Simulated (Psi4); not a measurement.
H₂O₄W (SMILES [O]=[W](=[O])([OH])[OH]), singlet, geometry from GFN2-xTB (such geometries of metal compounds can be far from the true shape) (core potentials on W). Base run: M06-2X/def2-SVP (Psi4).

Input for Psi4:
```
memory 2 GB

molecule mol {
0 1
  W     0.042452    0.000109    0.006175
  O     1.162274    0.784616   -0.995673
  O     0.834360   -0.779510    1.286108
  O    -0.902059   -1.260752   -0.993861
  H    -1.130461   -2.020306   -1.547347
  O    -1.154125    1.255493    0.694763
  H    -1.534548    2.013491    1.159688
}

set basis def2-svp
set reference rks

energy('m06-2x')
print_variables()
```

The base run was repeated with changes; each row names its change, and settings that it needs were set with it.

| change | ΔE vs base (mEh) | point group used | SCF cycles |
|---|---|---|---|
| base | 0.000 | c1 | 11 |
| molecule keys = symmetry c1 | 0.000 | c1 | 11 |
| molecule keys = symmetry c1, no_reorient, no_com | 0.000 | c1 | 11 |
| jitter_ang = 0.002 | 0.077 | c1 | 11 |
| molecule keys = no_reorient | 0.000 | c1 | 11 |
